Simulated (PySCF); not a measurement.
**Fractional electron number in Ne²⁺ (neon, charge +2)**

The 2p beta orbital of [He] 2s2 2p4 is emptied in steps (occupation f), with all orbitals relaxed, ending at [He] 2s2 2p3. All numbers are calculated (PySCF 2.14, the spin-free X2C one-electron Hamiltonian (Gaussian nucleus), in aug-cc-pVTZ-DK). The exact energy is a straight line in f; departures are measured from the line between the end points of the same method.

**Question.** Among UHF, LDA, PBE, PBE0, r2SCAN, LC-wPBE, BHandHLYP, wB97X, HSE06, M06-2X, which shows the largest delocalisation error (convex curve), and which is closest to linear?

**Answer.** Most convex: LDA (-2.765 eV at f = 0.4); closest to linear: UHF (0.504 eV).

```tsv
f	UHF (eV)	LDA (eV)	PBE (eV)	PBE0 (eV)	r2SCAN (eV)	LC-wPBE (eV)	BHandHLYP (eV)	wB97X (eV)	HSE06 (eV)	M06-2X (eV)
1	0.000	0.000	0.000	0.000	0.000	0.000	0.000	0.000	0.000	0.000
0.8	0.353	-1.843	-1.814	-1.277	-1.625	-0.914	-0.757	-0.877	-1.344	-0.779
0.6	0.516	-2.766	-2.716	-1.910	-2.414	-1.362	-1.140	-1.303	-2.008	-1.210
0.4	0.504	-2.765	-2.705	-1.900	-2.386	-1.347	-1.144	-1.283	-1.995	-1.258
0.2	0.328	-1.838	-1.791	-1.257	-1.571	-0.883	-0.765	-0.833	-1.318	-0.866
0	0.000	0.000	0.000	0.000	0.000	0.000	0.000	0.000	0.000	0.000
```

```tsv
method	E(f=0) − E(f=1) (eV)	−ε at f=1 (eV)	−ε at f=0.4 (eV)
UHF	61.822	64.093	61.341
LDA	63.599	52.105	65.923
PBE	63.861	52.526	66.187
PBE0	63.716	55.724	65.360
r2SCAN	63.603	53.366	65.737
LC-wPBE	64.029	58.297	65.244
BHandHLYP	63.679	58.966	64.614
wB97X	63.579	58.067	64.777
HSE06	63.771	55.358	65.510
M06-2X	63.389	58.649	64.199
```

Reference removal energy between the ground levels: 63.423 eV (measured; NIST Atomic Spectra Database, ionization energies). The calculation has no spin-orbit coupling. UHF lacks correlation.
